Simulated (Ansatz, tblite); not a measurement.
Cost and result up the ladder for Se(GeH3)2 (Ge₂H₆Se) (9 atoms). Total charge 0; singlet. Geometry: PBE0-D4/def2-SVP.

Cartesian coordinates in Å:
```
Se -0.294 -0.986 -1.251
Ge 1.477 0.497 -0.786
H 2.406 0.430 -2.007
H 2.221 0.054 0.488
H 0.935 1.926 -0.594
Ge -1.490 -0.541 0.730
H -2.713 -1.471 0.695
H -1.931 0.935 0.765
H -0.612 -0.845 1.959
```

Ansatz on 4 threads of Arm Neoverse N1 on a shared host; xTB runs through tblite on one thread. Times are rough, summed over both states, and most runs start from the orbitals of an earlier one. PBE0-D4/def2-TZVP serves as the yardstick here, not as an exact answer. The other state is a doublet.

The xTB rows come from tblite.

Raw xTB energies of ions are shifted by several eV.

```json
{"level": "GFN2-xTB", "functions": "33", "wall time": "0.013 s", "vertical IE (eV)": "13.18", "difference from PBE0-D4/def2-TZVP (eV)": "4.37"}
{"level": "GFN1-xTB", "functions": "39", "wall time": "0.018 s", "vertical IE (eV)": "14.62", "difference from PBE0-D4/def2-TZVP (eV)": "5.81"}
{"level": "PBE-D4/def2-TZVP", "functions": "180", "wall time": "8.2 s", "vertical IE (eV)": "8.69", "difference from PBE0-D4/def2-TZVP (eV)": "-0.12"}
{"level": "PBE0-D4/def2-TZVP (with forces)", "functions": "180", "wall time": "18 s", "vertical IE (eV)": "8.81", "difference from PBE0-D4/def2-TZVP (eV)": "0.00"}
{"level": "r2SCAN-D4/def2-TZVP", "functions": "180", "wall time": "20 s", "vertical IE (eV)": "8.78", "difference from PBE0-D4/def2-TZVP (eV)": "-0.03"}
```
